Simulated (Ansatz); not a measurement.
The cluster Hf2S3, relaxed as a singlet with RKS r2SCAN-D4/def2-SVP in Ansatz, starting from the GFN1-xTB geometry. Force threshold 0.02 eV/Å.

In the def2 sets Hf takes a core potential; there is no spin–orbit coupling. The relaxation made no stability test and no search for a lower SCF solution. No other spin state of charge 0 was run. The structure comes from a short search, and lower isomers may exist.

Start:

```xyz
5

Hf    1.2160    1.0323    1.2147
Hf   -0.5177   -0.4387   -0.5639
S    -0.3975    2.1747   -0.0648
S    -2.2942   -1.8293   -0.7766
S     1.9935   -0.9390    0.1906
```

Estimate the energy that the relaxation releases and the steps that it takes.

181.5 kJ/mol, in 13 steps; 43 s on 4 threads of Intel Xeon Platinum 8259CL on a shared host. No frequencies were taken in this run, so the end may be a saddle point.

Does the start keep its bonding and symmetry?

Bonds formed: Hf1–S4 (atoms count from 1). The end is the same structure that another start reached, the lowest one found. Point group Cs at the start, D3h at the end, both within 0.05 Å.

Predict the relaxed structure.


```csv
atom,x (Å),y (Å),z (Å)
Hf1,0.085,0.168,1.259
Hf2,-0.085,-0.168,-1.259
S3,-0.273,2.052,-0.255
S4,-1.650,-1.245,0.278
S5,1.923,-0.808,-0.023
```
Bond lengths (bridged metal pairs left out): 6 × Hf–S 2.44 Å.
